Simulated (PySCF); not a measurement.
# Unknowns

- PBE0/pcSseg-1 with gauge-including orbitals
- geometry: GFN2-xTB
- run in PySCF 2.14
- non-relativistic, a single conformation, equivalent nuclei averaged, no solvent model

References, each an isolated molecule treated in the same way: ¹H and ¹³C against TMS. Where no couplings were computed, multiplicities follow the n + 1 count of equivalent neighbours, and m marks all less simple cases (inequivalent or close neighbours, rings, F or P nearby). Shifts are as computed. Against solution values, carbons near 30 ppm lie about +3 ppm off and those near 130 ppm about +5 ppm. Of 1309 compounds with measured shifts, 239 miss one by over three times the rms of a fit or turn the order of signals round; such compounds aren't used in these exercises.

Question: C₅H₁₂OSi. ¹H NMR (300 MHz, computed): δ 4.14 (m, 2H), 3.35 (t, 2H), 3.15 (m, 1H), 0.60 (m, 2H), 0.40 (m, 2H), 0.13 (t, 3H). ¹³C{¹H} NMR (computed): δ 62.8 (CH2), 59.9 (CH), 7.4 (CH2), -8.6 (CH3). What is it?

Answer: `C[SiH2]COC1CC1`. Rings plus π bonds: 1 (1 ring in the answer). 4 carbon signals for 5 carbons: some carbons are equivalent by symmetry or fast rotation. Carbon types of the structure: 1 × CH, 3 × CH2, 1 × CH3, leaving 2 H on heteroatoms. δC 62.8: sp3 CH2 bonded to O and Si; the inductive effect lowers its shielding. δC -8.6: methyl carbon bonded to Si; an electropositive neighbour leaves it electron-rich and shielded. δH 3.15, 0.60, 0.40: hydrogen on a three-membered-ring carbon. δH 0.13: hydrogen on a methyl carbon bonded to Si; an electropositive neighbour shields it, as in TMS itself.

The shifts were computed for this structure.

Question: C₅H₁₂OSi. ¹H NMR (400 MHz, computed): δ 9.96 (d, 1H), 3.73 (d, 3H), 1.97 (m, 1H), 1.23 (d, 3H), 1.07 (m, 3H), 0.96 (m, 1H). ¹³C{¹H} NMR (computed): δ 209.8 (CH), 53.7 (CH), 17.3 (CH), 16.2 (CH3), 15.2 (CH3). Identify the compound.

Answer: `O=C[C@@H]([C@@H](C)[SiH3])C`. Rings plus π bonds: 1 (no ring in the answer). 5 carbon signals for 5 carbons: no two carbons are equivalent. Carbon types of the structure: 3 × CH, 2 × CH3, leaving 3 H on heteroatoms. δC 209.8: aldehyde carbonyl carbon; low-lying n→π* states of the double bond to the heteroatom give a large paramagnetic term (-272 ppm). δC 53.7: sp3 CH α to a carbonyl; the adjacent C=O deshields it moderately. δH 9.96: hydrogen on an aldehyde carbonyl carbon; the C=O anisotropy and electron withdrawal place aldehyde protons far downfield. δH 1.97: hydrogen on an sp3 CH α to a carbonyl; α to C=O.

This is the structure that produced the data.
